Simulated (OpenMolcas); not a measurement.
**AlGeNH4O (SMILES [NH2][GeH]1[O][AlH]1): the energy, rung by rung**

The species is AlGeNH4O (8 atoms), meant as a singlet with charge 0. SMILES: `[NH2][GeH]1[O][AlH]1`. The coordinates come from a PBE0-D4/def2-TZVP relaxation. This is one conformer, not always the lowest.

```xyz
8

N    -1.0007    1.3304    0.5144
Ge    0.2391    0.0001    0.6269
O     1.1775   -0.3460   -0.9835
Al    0.4315   -1.8569   -0.7691
H    -0.6626    2.2764    0.6119
H    -1.6821    1.2712   -0.2261
H     1.2379    0.5119    1.6854
H     0.3517   -3.2441   -1.5156
```

Quantity: the energy change with the N1–H5 bond stretched from 1.009 to 1.514 Å, in eV. The values are calculated.

| level | kind | program | value (eV) | less CCSD(T)/6-31G* |
| --- | --- | --- | --- | --- |
| HF/6-31G* (spherical functions) (unrestricted) | Hartree–Fock | OpenMolcas | 2.64 | +0.53 |
| SVWN5/6-31G* (spherical functions) (restricted) | LDA | OpenMolcas | 2.05 | -0.06 |
| revPBE/6-31G* (spherical functions) (restricted) | GGA | OpenMolcas | 2.01 | -0.10 |
| M06-L/6-31G* (spherical functions) (restricted) | meta-GGA | OpenMolcas | 2.23 | +0.12 |
| B3LYP/6-31G* (spherical functions) (restricted) | global hybrid | OpenMolcas | 2.18 | +0.07 |
| B2PLYP/6-31G* (spherical functions) (restricted) | double hybrid | OpenMolcas | 2.22 | +0.11 |
| MP2/6-31G* (spherical functions) (restricted) | perturbation theory | OpenMolcas | 2.26 | +0.15 |
| CCSD(T)/6-31G* (spherical functions) (restricted) | coupled cluster or CI | OpenMolcas | 2.11 | 0.00 |

Differences are taken from CCSD(T)/6-31G* (spherical functions) (restricted) for orientation; it has basis-set and higher-order errors of its own. All-electron rows without a relativistic Hamiltonian named are non-relativistic. The first shape isn't each level's own minimum. The values span 2.01 to 2.64 eV. Spin contamination of the reference (⟨S²⟩ at least 0.1 too high) touches HF/6-31G*. In the correlated wave-function rows the outer d shell of Ge is correlated, in sets not made for it.
